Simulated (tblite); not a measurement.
Compound: C6H10N (doublet state).
SMILES with atom numbers: `[CH3:1]/[CH:2]=[N:3]/[C:4]1[CH2:5][CH2:6][CH2:7]1` (hydrogens: H8, H9, H10 on C1; H11 on C2; H12, H13 on C5; H14, H15 on C6; H16, H17 on C7)
Bond orders are those of one Lewis drawing.

Computed with GFN2-xTB (tblite), gas phase: L-BFGS steps from a force-field or distance-geometry start until the largest atomic force falls under 0.01 eV/Å.

Step 0: E = -564.6648 eV
```
atom  x, y, z in Å  |  force x, y, z in eV/Å
C1      3.1452   -0.2367   -0.5592   -0.614   0.512   0.062
C2      1.6776   -0.0058   -0.8459    0.961  -0.739   1.597
N3      0.7948   -0.4021    0.0125    0.435   0.700  -2.934
C4     -0.4899   -0.1155   -0.3938    1.126  -0.832   2.080
C5     -1.2157    1.0664    0.1061   -0.652   1.493  -1.012
C6     -2.5071    0.2451   -0.0039   -0.370   0.129   0.954
C7     -1.6132   -0.9982   -0.0153   -0.947  -1.012  -0.209
H8      3.6528    0.7375   -0.5427    0.010  -0.328  -0.036
H9      3.2854   -0.7400    0.4021   -0.128   0.150  -0.270
H10     3.5557   -0.8447   -1.3562    0.187  -0.022  -0.087
H11     1.4304    0.4933   -1.7898    0.020  -0.081   0.272
H12    -1.1677    1.9264   -0.5703   -0.005   0.287   0.267
H13    -0.9412    1.3726    1.1237   -0.080  -0.054  -0.207
H14    -3.0617    0.4032   -0.9313    0.182  -0.024   0.158
H15    -3.1883    0.3409    0.8507    0.054  -0.057  -0.237
H16    -1.4915   -1.4872    0.9736   -0.086   0.194  -0.482
H17    -1.8726   -1.7433   -0.7644   -0.092  -0.318   0.085
```

Step 1: E = -564.8891 eV
```
atom  x, y, z in Å  |  force x, y, z in eV/Å
C1      3.1365   -0.2294   -0.5583    0.123  -0.047   0.097
C2      1.6913   -0.0163   -0.8231    1.648   0.627  -1.115
N3      0.8010   -0.3921   -0.0294   -0.657  -0.624  -0.317
C4     -0.4738   -0.1274   -0.3641   -0.487  -0.106   1.372
C5     -1.2250    1.0877    0.0917   -0.215  -0.034  -0.177
C6     -2.5124    0.2470    0.0097    0.106   0.016   0.031
C7     -1.6267   -1.0126   -0.0183   -0.290  -0.011   0.209
H8      3.6530    0.7328   -0.5432    0.056  -0.130  -0.033
H9      3.2836   -0.7379    0.3983   -0.062   0.123  -0.179
H10     3.5583   -0.8450   -1.3574    0.044   0.139   0.088
H11     1.4307    0.4922   -1.7859    0.291  -0.155   0.555
H12    -1.1677    1.9305   -0.5665   -0.002   0.716  -0.208
H13    -0.9423    1.3718    1.1207   -0.163   0.038  -0.365
H14    -3.0591    0.4029   -0.9290    0.169  -0.053   0.295
H15    -3.1875    0.3401    0.8473   -0.202   0.003   0.163
H16    -1.4927   -1.4845    0.9667   -0.184  -0.029  -0.247
H17    -1.8739   -1.7478   -0.7632   -0.174  -0.473  -0.171
```

Problem. Estimate the geometry and energy of step 2. (The exact step hangs on the optimiser's Hessian estimate; all steps are aligned on step 1, rigid shifts and turns removed.)

Solution. E = -565.0009 eV, largest force 1.014 eV/Å
```
atom  x, y, z in Å  |  force x, y, z in eV/Å
C1      3.1348   -0.2271   -0.5564    0.815  -0.231   0.002
C2      1.7235   -0.0106   -0.8316   -0.508   0.373  -0.431
N3      0.7929   -0.3980   -0.0518    0.409  -0.610  -0.645
C4     -0.4751   -0.1340   -0.3297   -0.492   0.128   0.877
C5     -1.2324    1.0959    0.0829   -0.052  -0.269   0.045
C6     -2.5129    0.2480    0.0159    0.044  -0.020  -0.182
C7     -1.6370   -1.0188   -0.0161   -0.137   0.180   0.184
H8      3.6539    0.7288   -0.5440    0.197   0.019  -0.005
H9      3.2818   -0.7350    0.3938   -0.045   0.033   0.000
H10     3.5601   -0.8429   -1.3565    0.099   0.127   0.104
H11     1.4355    0.4892   -1.7753    0.402   0.091   0.272
H12    -1.1678    1.9437   -0.5683   -0.015   0.617  -0.252
H13    -0.9454    1.3721    1.1136   -0.195   0.119  -0.359
H14    -3.0553    0.4019   -0.9234    0.085  -0.053   0.235
H15    -3.1905    0.3399    0.8486   -0.227   0.033   0.234
H16    -1.4962   -1.4838    0.9599   -0.257  -0.223   0.025
H17    -1.8772   -1.7573   -0.7655   -0.123  -0.313  -0.103
```

The energy changes by -0.1118 eV. The first-order estimate −F·Δx gives -0.1711 eV and the mean of the old and new forces, exact on a quadratic surface, -0.1123 eV. The step makes an angle of 29° with the force vector and moves no atom by more than 0.035 Å.

What follows is the cost of the whole relaxation. Hardware: Arm Neoverse V1, one thread, shared host with 32 logical CPUs at a one-minute load of 22. Cost: 0.58 s wall.
